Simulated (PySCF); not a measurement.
# State search for CsP

Unrestricted PBE0; PySCF, scalar-relativistic core potentials, basis sets Cs def2-TZVPP with ECP46, P def2-TZVPP. Outer shells of the fragments: Cs 6s1; P 3s2 3p3.

Followed along the bond (rough minima from three points):

```
2Ms+1  unpaired  ⟨S²⟩ at the start  R at minimum (Å)  Te (eV)
    3      π ↑↑               2.01              3.29     0.00
    3  σ ↑, π ↑               2.01              3.06     0.18
    1      π ↑↓               1.01              3.28     0.30
    1  σ ↓, π ↑               1.01              3.06     0.47
    1      none               0.00              3.27     1.38
```

Solutions found at the starting distance of 3.270 Å, counted from the lowest of them; the search is not exhaustive and high or unbound solutions are not listed, so other states can lie among these:

```tsv
2Ms+1	unpaired	term	E (eV)	⟨S²⟩	⟨Lz²⟩	μ (D)
3	π ↑↑	³Σ⁻	0.00	2.01	0.00	-9.87
3	σ ↑, π ↑	³Π	0.24	2.01	1.02	-11.13
1	π ↑↓	mixed	0.30	1.01	2.03	-10.01
1	σ ↓, π ↑	mixed	0.53	1.01	1.02	-11.08
1	none	mixed	1.38	0.00	2.01	-10.04
5	σ ↑↑, π ↑↑	⁵Σ⁻	1.67	6.00	0.00	1.72
3	σ ↑↑, π ↑↓	mixed	2.33	3.02	2.03	1.89
1	σ ↓↓, π ↑↑	mixed	2.35	2.02	0.00	2.12
5	σ ↑, π ↑↑↑	⁵Π	2.80	6.00	1.00	3.60
5	σ ↑, π ↑↑, δ ↑	⁵Δ	3.03	6.00	4.00	0.61
3	σ ↑, π ↑↑, δ ↓	mixed	3.06	3.00	4.00	0.68
3	σ ↑, π ↑↑↓	mixed	3.45	3.02	3.03	3.64
3	σ ↑, π ↑	³Π	3.48	2.01	1.01	1.42
1	σ ↓, π ↑	mixed	3.50	1.01	1.01	1.74
```

A term symbol is given only where ⟨S²⟩ and ⟨Lz²⟩ are close to those of a pure state; real π, δ and φ orbitals otherwise mix terms. A positive dipole means Cs(−)P(+).

Task: Compare the gap between the two lowest followed solutions at the starting distance with the gap between their minima.

Result: At PBE0 the second solution (triplet, unpaired electrons σ ↑, π ↑) lies +0.24 eV from the first (triplet, unpaired electrons π ↑↑) at 3.270 Å and +0.18 eV at the minima; the two curves relax by different amounts, since their minima lie near 3.06 and 3.29 Å.

Spin–orbit coupling is left out. Counting both spins, an empty level lies below a filled one in some of these solutions, because spin and occupation are held.
